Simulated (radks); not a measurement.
Coulomb parameter of the 4d shell of the cadmium ion Cd+ in the model configuration [Kr] 4d8 5s1 5p2, as a second difference U = [E(n + 0.5) + E(n - 0.5) - 2 E(n)] / (0.5)^2 with all orbitals relaxed. "Bare": the charge of the atom changes with n. "Screened": the 5p shell takes up the change at fixed total charge, which measures U(4d,4d) + U(5p,5p) - 2 U(4d,5p). All-electron calculation, scalar-relativistic Kohn-Sham, r2SCAN, spin-unpolarised, spherical densities, finite nucleus; meta-GGA in the generalised Kohn-Sham scheme; Fermi nuclear charge, rms radius 4.6087 fm. Program: a radial shooting solver on a logarithmic mesh with Libxc functionals.

case                  configuration  E - E(n) (eV)
start              [Kr] 4d8 5s1 5p2          0.000
bare +0.5        [Kr] 4d8.5 5s1 5p2        -14.402
bare -0.5        [Kr] 4d7.5 5s1 5p2         17.867
screened +0.5  [Kr] 4d8.5 5s1 5p1.5        -10.275
screened -0.5  [Kr] 4d7.5 5s1 5p2.5         11.255

U(bare) = 13.861 eV, U(screened by 5p) = 3.919 eV, against the Slater integral F0(4d,4d) = 20.893 eV with frozen orbitals.
